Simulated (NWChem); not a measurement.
System meant: VOClF$_{2}$; SMILES [O]=[V]([F])([F])[Cl]

Here is an NWChem input.

```
start job
memory heap 200 mb stack 900 mb global 1100 mb
geometry units angstroms noautoz
  V      0.051090     0.292765     0.000000
  O      1.558557     0.702706     0.000000
  F     -0.679893     0.938688     1.412842
  F     -0.679893     0.938688    -1.412842
  Cl    -0.065030    -1.857641     0.000000
end
basis spherical
  V library def2-svp
  O library def2-svp
  F library def2-svp
  Cl library def2-svp
end
dft
  odft
  mult 2
  xc xpbe96 cpbe96
  iterations 150
  mulliken
end
task dft energy
```

End of the output:

```
 Summary of "ao basis" -> "" (spherical)
 ------------------------------------------------------------------------------
       Tag                 Description            Shells   Functions and Types
 ---------------- ------------------------------  ------  ---------------------
 V                          def2-svp                11       31   5s3p2d1f
 O                          def2-svp                 6       14   3s2p1d
 F                          def2-svp                 6       14   3s2p1d
 Cl                         def2-svp                 8       18   4s3p1d

  pbe96 is a nonlocal functional; adding pw91lda local functional.

                                 NWChem DFT Module
                                 -----------------

 Summary of "ao basis" -> "ao basis" (spherical)
 ------------------------------------------------------------------------------
       Tag                 Description            Shells   Functions and Types
 ---------------- ------------------------------  ------  ---------------------
 V                          def2-svp                11       31   5s3p2d1f
 O                          def2-svp                 6       14   3s2p1d
 F                          def2-svp                 6       14   3s2p1d
 Cl                         def2-svp                 8       18   4s3p1d

      Symmetry analysis of basis
      --------------------------

        a'         58
        a"         33

  number of electrons :                   66
  multiplicity        :                    2
 ------------------------------------------------------------------------
  no. of electrons and multiplicity not compatible                  66
 ------------------------------------------------------------------------
 ------------------------------------------------------------------------
  current input line :
    23: task dft energy
 ------------------------------------------------------------------------
 ------------------------------------------------------------------------
 There is an error in the input file
 ------------------------------------------------------------------------
 For more information see the NWChem manual at https://nwchemgit.github.io

0: no. of electrons and multiplicity not compatible:Received an Error in Communication
```

Question: What is wrong, and how is it mended?

Answer: The input was rejected before any calculation. Cause: the multiplicity doesn't fit the number of electrons (an even count wants an odd multiplicity, and the reverse). This input runs:
```
start job
memory heap 200 mb stack 900 mb global 1100 mb
geometry units angstroms noautoz
  V      0.051090     0.292765     0.000000
  O      1.558557     0.702706     0.000000
  F     -0.679893     0.938688     1.412842
  F     -0.679893     0.938688    -1.412842
  Cl    -0.065030    -1.857641     0.000000
end
basis spherical
  * library def2-svp
end
dft
  xc xpbe96 cpbe96
  iterations 150
  mulliken
end
task dft energy
```
It converges to -1678.20541 Ha (PBE/def2-SVP).
